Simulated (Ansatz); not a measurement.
Relaxation of C2H9N3Si (15 atoms, charge 0, multiplicity 1), to a largest force component of 0.02 eV/Å in at most 50 steps.

The calculation used Ansatz 0.2.0, RKS B3LYP-D4/6-31G.

```xyz
15
Properties=species:S:1:pos:R:3
N 0.761 -0.050 1.531
C 0.626 -0.373 0.277
Si 1.253 -2.115 -0.265
N 0.165 0.440 -0.706
C -0.685 1.591 -0.417
N -2.074 1.395 -0.040
H 1.173 -0.728 2.106
H 0.439 -2.676 -1.307
H 1.320 -3.009 0.970
H 2.665 -2.015 -0.782
H -0.312 0.177 0.208
H -0.656 2.249 -1.270
H -0.246 2.210 0.372
H -2.067 0.804 0.814
H -2.463 2.251 0.279
```

**Question.** Where does it end, and by what steps?

**Answer.** It converged. The force dipped under the threshold on the way, but the program's further checks kept it going. Limits of this set-up: no polarisation functions. After 18 steps the energy has fallen by 6.478 eV; H11 moved furthest, 1.69 Å. Parted: C2–H11.

```
step  energy less start (eV)  largest force component (eV/Å)  accepted
   0                  0.0000                           7.253       yes
   1                 -1.8463                           4.493       yes
   2                 -2.9607                           2.985       yes
   3                 -3.8174                           3.311       yes
   4                 -4.4451                           2.839       yes
   5                 -4.9670                           2.267       yes
   6                 -5.4038                           1.697       yes
   7                 -5.8084                           1.422       yes
   8                 -6.1146                           0.885       yes
   9                 -6.2706                           0.667       yes
  10                 -6.3799                           0.717       yes
  11                 -6.4276                           0.392       yes
  12                 -6.4502                           0.437       yes
  13                 -6.4667                           0.237       yes
  14                 -6.4719                           0.228       yes
  15                 -6.4760                           0.145       yes
  16                 -6.4770                           0.031       yes
  17                 -6.4773                           0.018       yes
  18                 -6.4775                           0.017       yes
```

```xyz
15
Properties=species:S:1:pos:R:3
N 0.582 0.053 1.577
C 0.534 -0.433 0.373
Si 1.313 -2.117 -0.181
N -0.056 0.307 -0.631
C -0.667 1.604 -0.314
N -1.899 1.466 0.442
H 1.089 -0.533 2.245
H 0.474 -2.763 -1.249
H 1.390 -3.016 1.017
H 2.695 -1.902 -0.725
H -0.416 -0.185 -1.436
H -0.887 2.106 -1.260
H 0.108 2.174 0.214
H -1.755 1.220 1.413
H -2.606 2.169 0.284
```

Whether the end is a true minimum wasn't checked by a vibrational analysis.

Run time: 120 s on 1 thread of Arm Neoverse V1, on a shared host, peak memory 0.23 GiB.
